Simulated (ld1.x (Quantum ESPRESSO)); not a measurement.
**An all-electron radial function and its pseudo partner (Cu (Z = 29))**

Columns: radius, all-electron u(r) and pseudo u(r) of the 4p shell (level -1.71 eV) of copper in the configuration [Ar] 3d10 4s0 4p1; PBE, scalar-relativistic, PAW scheme, ld1.x (Quantum ESPRESSO) 7.5.

| r (bohr) | all-electron | pseudo |
| --- | --- | --- |
| 0.128 | 0.0887 | 0.0027 |
| 0.255 | -0.0005 | 0.0105 |
| 0.382 | -0.1062 | 0.0232 |
| 0.510 | -0.1506 | 0.0406 |
| 0.638 | -0.1395 | 0.0620 |
| 0.765 | -0.0964 | 0.0865 |
| 0.893 | -0.0383 | 0.1139 |
| 1.020 | 0.0234 | 0.1429 |
| 1.148 | 0.0843 | 0.1734 |
| 1.275 | 0.1407 | 0.2042 |
| 1.402 | 0.1920 | 0.2349 |
| 1.530 | 0.2382 | 0.2653 |
| 1.658 | 0.2790 | 0.2947 |
| 1.785 | 0.3143 | 0.3225 |
| 1.912 | 0.3450 | 0.3485 |
| 2.040 | 0.3715 | 0.3726 |
| 2.168 | 0.3941 | 0.3942 |
| 2.295 | 0.4129 | 0.4129 |
| 2.422 | 0.4286 | 0.4286 |
| 2.550 | 0.4414 | 0.4414 |
| 2.678 | 0.4516 | 0.4516 |
| 2.805 | 0.4595 | 0.4595 |
| 2.932 | 0.4653 | 0.4653 |
| 3.060 | 0.4693 | 0.4693 |
| 3.188 | 0.4716 | 0.4716 |
| 3.315 | 0.4724 | 0.4724 |

Task: How many radial nodes do the two functions have?

Result: The all-electron 4p function has n − l − 1 = 2; the pseudo-wave has 0, since the states of the same l below it are removed with the core.

Task: At about which radius was the pseudo-wave matched?

Result: 2.30 bohr. The columns agree to 0.0005 from 2.17 bohr on; several derivatives are matched, so the curves merge somewhat inside the radius.

Task: Is the pseudo-wave norm-conserving?

Result: No, it belongs to a PAW set: the norm inside the radius is not constrained, and the difference is carried by the augmentation charge.
